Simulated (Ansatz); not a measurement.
Sr₄. Total charge 0; singlet. Geometry relaxed at PBE0/def2-TZVP.

```xyz
4

Sr    1.1023   -1.5749   -1.6812
Sr    0.9742    2.3465   -0.2670
Sr    0.4422   -0.8456    2.3694
Sr   -2.5187    0.0740   -0.4211
```

In the def2 sets Sr takes a core potential; there is no spin–orbit coupling. The structure comes from a short search, and lower isomers may exist.

(1) Estimate the harmonic wavenumbers at RKS PBE0/def2-TZVP (Ansatz, unscaled). Is this a minimum?

## Answers

(1) 60, 60, 73, 73, 73, 85 cm⁻¹. Yes, no mode is imaginary beyond noise. Zero-point energy 2.5 kJ/mol. Hardware: 4 threads of Arm Neoverse N1 on a shared host. Wall time 68 s.
